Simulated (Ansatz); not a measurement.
Cost and result up the ladder for NbO4H3 (8 atoms). Total charge 0; singlet. Geometry: PBE-D4/def2-SVP.

```xyz
8

Nb   -0.149    0.126   -0.399
O    -1.735   -0.065   -1.463
O     0.792   -1.213    0.671
O    -2.010    0.489   -0.149
O     0.471   -0.224    1.753
H     1.368    0.114    1.979
H     0.459   -0.848   -1.748
H     0.804    1.621   -0.644
```

Ansatz on 4 threads of Arm Neoverse V2 on a shared host. Times are rough, and most runs start from the orbitals of an earlier one. PBE0-D4/def2-TZVP serves as the yardstick here, not as an exact answer. Binding counts from free atoms at the same level (Nb sextet, O triplet, H doublet; other spins of the atoms weren't run), without zero-point energy or a counterpoise term.

In the def2 sets Nb takes a core potential; there is no spin–orbit coupling. Correlated methods freeze 4 core orbitals; core or outer-core shells of Nb are correlated, in sets that lack core-valence functions. The structure holds 2 bonds between oxygen atoms, so isomers without such links may lie far lower. No other spin state of charge 0 was run. Another isomer (singlet) lies 4.71 eV lower at PBE0-D4/def2-TZVP; other spin states weren't run for this one.

Correlated methods converge slowly with the basis.

```json
{"level": "HF/def2-TZVP", "functions": "182", "wall time": "1 s", "binding energy per atom (eV)": "1.46", "difference from PBE0-D4/def2-TZVP (eV)": "-1.85", "remarks": "–"}
{"level": "BLYP-D4/def2-TZVP", "functions": "182", "wall time": "1.9 s", "binding energy per atom (eV)": "3.62", "difference from PBE0-D4/def2-TZVP (eV)": "0.31", "remarks": "–"}
{"level": "PBE-D4/def2-TZVP (with forces)", "functions": "182", "wall time": "1.9 s", "binding energy per atom (eV)": "3.67", "difference from PBE0-D4/def2-TZVP (eV)": "0.35", "remarks": "–"}
{"level": "PBE0-D4/def2-TZVP", "functions": "182", "wall time": "2 s", "binding energy per atom (eV)": "3.31", "difference from PBE0-D4/def2-TZVP (eV)": "0.00", "remarks": "–"}
{"level": "r2SCAN-D4/def2-TZVP", "functions": "182", "wall time": "3.2 s", "binding energy per atom (eV)": "3.45", "difference from PBE0-D4/def2-TZVP (eV)": "0.13", "remarks": "–"}
{"level": "CCSD(T)/def2-TZVP", "functions": "182", "wall time": "1.7 min", "binding energy per atom (eV)": "3.31", "difference from PBE0-D4/def2-TZVP (eV)": "-0.01", "remarks": "test for broken spin undecided"}
```
